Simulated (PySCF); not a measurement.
C₄H₁₃OSi₂, SMILES [CH2][SiH](C)O[SiH](C)C, doublet, GFN2-xTB optimised geometry.

```
20

C      0.08    -3.95     2.24
Si    -0.85    -2.40     2.62
C     -2.69    -2.77     3.00
O     -0.82    -1.39     1.35
Si    -0.27    -0.67     0.00
C      1.63    -0.67     0.00
C     -0.95     1.11     0.00
H      0.10    -4.79     2.90
H      0.65    -4.07     1.33
H     -0.26    -1.65     3.74
H     -3.18    -3.24     2.15
H     -3.23    -1.86     3.23
H     -2.77    -3.44     3.85
H     -0.80    -1.45    -1.13
H      2.03    -0.17    -0.88
H      2.02    -1.68     0.02
H      2.02    -0.15     0.87
H     -2.03     1.11     0.06
H     -0.66     1.63    -0.91
H     -0.57     1.68     0.84
```

Density from unrestricted B3LYP/def2-SVP (PySCF) at that geometry.

Minimum of the electron density along straight lines between bonded atoms, close to the bond critical point (lines longer than 1.1 times the sum of covalent radii, or with two minima, are not listed):

```tsv
bond	length / Å	ρ at the minimum / e bohr⁻³	∇²ρ there / e bohr⁻⁵	position (fraction from the first atom)
C1–Si2	1.846	0.118	0.41	0.62
Si2–C3	1.906	0.112	0.30	0.38
Si2–O4	1.628	0.123	1.05	0.42
O4–Si5	1.624	0.125	1.07	0.59
Si5–C6	1.900	0.112	0.32	0.38
Si5–C7	1.898	0.113	0.32	0.38
C1–H8	1.076	0.280	-1.05	0.64
C1–H9	1.076	0.279	-1.05	0.64
Si2–H10	1.472	0.116	0.32	0.49
C3–H11	1.086	0.272	-0.98	0.62
C3–H12	1.085	0.273	-0.98	0.62
C3–H13	1.085	0.272	-0.97	0.62
Si5–H14	1.469	0.117	0.33	0.49
C6–H15	1.085	0.272	-0.97	0.62
C6–H16	1.086	0.272	-0.97	0.62
C6–H17	1.087	0.272	-0.97	0.62
C7–H18	1.085	0.273	-0.98	0.62
C7–H19	1.085	0.272	-0.97	0.62
C7–H20	1.086	0.272	-0.97	0.62
```
